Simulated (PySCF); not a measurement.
# Computed properties of silene (CH₄Si), SMILES [SiH2]=C

silene (CH4Si), SMILES C=[SiH2]. Geometry: r2SCAN-D4/def2-TZVP. The values are those of a single conformer. All values are computed for the isolated molecule unless a solvent is named; none is compared with measurement here.

**Structure.** The optimised structure has C2v symmetry. All 12 harmonic modes at r2SCAN-D4/def2-TZVP (PySCF) are real, so it is a minimum.

**Vibrations.** The strongest infrared lines (harmonic, unscaled, degenerate partners summed) lie at 2277 cm⁻¹ (81 km/mol, H 95 %), 825 cm⁻¹ (64 km/mol, H 71 %, C 20 %, Si 9 %), 768 cm⁻¹ (47 km/mol, H 84 %, C 16 %). The softest mode is at 454 cm⁻¹ and the zero-point energy is 25.0 kcal/mol.

**Electronic structure.** B3LYP/def2-TZVPD (PySCF) places the frontier levels at -6.41 and -1.47 eV, a gap of 4.94 eV, and gives a dipole moment of 0.79 D and a mean polarisability of 47.9 bohr³. PBE/def2-TZVPD (PySCF) at the same geometry gives -5.68 and -2.13 eV, so its gap is 1.39 eV narrower. An orbital gap is neither the optical nor the fundamental gap.

**Excitations.** TDDFT-M06-2X/def2-TZVPD (PySCF) has S1 at 4.97 eV (250 nm, f = 0.240, bright); the most intense of the 10 singlets computed lies at 4.97 eV (f = 0.24). T1 (TDA) is at 2.72 eV. TDDFT-PBE/def2-TZVPD (PySCF) puts S1 at 4.98 eV. No vertical singlet excitation falls in the visible range (under 3.1 eV).

**NMR.** GIAO shifts at PBE0/pcSseg-2 (PySCF) (non-relativistic, atoms alike by connectivity averaged): ¹³C at 122.6 ppm against TMS; ¹H from 5.3 to 6.0 ppm against TMS; ²⁹Si at 75.6 ppm against TMS.

**Solvation.** SMD-M06-2X/def2-SVP (PySCF) gives 1.3 kcal/mol in water, -0.9 kcal/mol in methanol, -1.0 kcal/mol in chloroform (1 M in both phases, gas-phase geometry); of these solvents chloroform holds the molecule best.
